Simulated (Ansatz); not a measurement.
`F/C=C(/F)C=C(F)F` + H₂O → `OC=C(F)F` + `F/C=C/F` at 500 K and 1 bar (formal hydrolysis of a C–C bond).

Calculated with Ansatz (gas phase, PBE0-D4/def2-TZVP geometries, no zero-point term in ΔE). CCSD(T)/CBS is the MP2 limit (def2-TZVPP, def2-QZVPP) plus CCSD(T) − MP2 in def2-TZVPP, frozen cores. This one scheme is used for every species. Double bonds are as drawn, so ΔE can hold a change between cis and trans. Each species was taken in one conformer, which may not be the lowest.

```json
{"species": "`F/C=C(/F)C=C(F)F`", "CCSD(T)/CBS energy (Eh)": "-552.49999", "H − E (kJ/mol)": "194.4", "S (J/(mol·K))": "429.8"}
{"species": "H₂O", "CCSD(T)/CBS energy (Eh)": "-76.37941", "H − E (kJ/mol)": "73.2", "S (J/(mol·K))": "206.3"}
{"species": "`OC=C(F)F`", "CCSD(T)/CBS energy (Eh)": "-352.00832", "H − E (kJ/mol)": "143.1", "S (J/(mol·K))": "346.0"}
{"species": "`F/C=C/F`", "CCSD(T)/CBS energy (Eh)": "-276.83639", "H − E (kJ/mol)": "123.9", "S (J/(mol·K))": "303.0"}
```

H − E and S are ideal-gas, rigid-rotor, harmonic terms from PBE0-D4/def2-TZVP, for one conformer and one mirror image of each species. 1 Eh = 2625.50 kJ/mol, R = 8.31446 J/(mol·K).

By hand: ΔE, ΔH, ΔS and ΔG.

ΔE = (-352.00832) + (-276.83639) − (-552.49999) − (-76.37941) = 0.03469 Eh = 91.1 kJ/mol. Δ(H − E) = 143.1 + 123.9 − 194.4 − 73.2 = -0.6, so ΔH = 90.5 kJ/mol. ΔS = 346.0 + 303.0 − 429.8 − 206.3 = 12.9 J/(mol·K). ΔG = 90.5 − 500 × (12.9)/1000 = 84.0 kJ/mol.

By hand: the equilibrium constant, and the temperature at which ΔG would vanish if ΔH and ΔS stayed fixed.

log₁₀ K = −ΔG/(RT ln 10) = -8.8. ΔG = 0 at ΔH/ΔS = 7016 K, far beyond where these terms or the molecules hold.

The number of gas molecules stays the same, so ΔS is small and ΔH decides. A doubt of 5 kJ/mol in ΔE shifts log₁₀ K by 0.5 here. Other conformers and mirror images would add mixing entropy, several J/(mol·K) or more a flexible species. Modes under 60 cm⁻¹, often nearly free rotors, make the harmonic entropy too high. These are equilibria of isolated gas molecules and say nothing of rates. Largest T1 diagnostic: 0.013 (customary marks: 0.02 for closed shells, 0.045 for open ones).
